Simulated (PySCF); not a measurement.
H₂O₄S, charge +1, doublet, geometry from GFN2-xTB (a state made from the parent by changing its charge; the spin is typed, not shown lowest). Base run: PBE/aug-cc-pVDZ (PySCF).

Input for PySCF:
```python
from pyscf import gto, scf, dft

mol = gto.M(
    atom='''
O    -0.465291    1.412206   -0.070958
S    -0.016267   -0.025673   -0.002457
O    -0.361073   -0.829278   -1.162329
O    -0.689353   -0.828607    1.003637
O     1.462984    0.162450    0.221684
H    -1.389015    1.659602   -0.211037
H     2.071144   -0.582999    0.314089
''',
    basis='aug-cc-pvdz',
    charge=1,
    spin=1,
    verbose=4,
)

mf = dft.UKS(mol)
mf.xc = 'pbe'
mf.kernel()
mf.analyze()
```

Each row names what was changed in the base input (with any setting that the change needs).

```json
[
 {"change": "base", "ΔE vs base (mEh)": "0.000", "fitting functions": "-"},
 {"change": "auxbasis = even-tempered beta=3.0", "ΔE vs base (mEh)": "-0.712", "fitting functions": "636"},
 {"change": "auxbasis = def2-tzvp-ri", "ΔE vs base (mEh)": "-15.143", "fitting functions": "447"},
 {"change": "auxbasis = autoaux", "ΔE vs base (mEh)": "-0.077", "fitting functions": "850"},
 {"change": "auxbasis = def2-universal-jfit", "ΔE vs base (mEh)": "-0.323", "fitting functions": "269"},
 {"change": "auxbasis = even-tempered beta=1.6", "ΔE vs base (mEh)": "-0.003", "fitting functions": "1380"},
 {"change": "auxbasis = def2-universal-jkfit", "ΔE vs base (mEh)": "-0.105", "fitting functions": "472"},
 {"change": "auxbasis = def2-svp-ri", "ΔE vs base (mEh)": "-662.2", "fitting functions": "282"},
 {"change": "auxbasis = even-tempered beta=2.0", "ΔE vs base (mEh)": "-0.015", "fitting functions": "956"},
 {"change": "auxbasis = cc-pvdz-jkfit", "ΔE vs base (mEh)": "-0.207", "fitting functions": "438"}
]
```

A fitting set is made for a task (jfit for Coulomb, jkfit for Coulomb and exchange, ri for correlation) and for a family of orbital bases.

Open shells are given as the SCF converged; they aren't shown to be the lowest states, and a large step between rows can be another state.
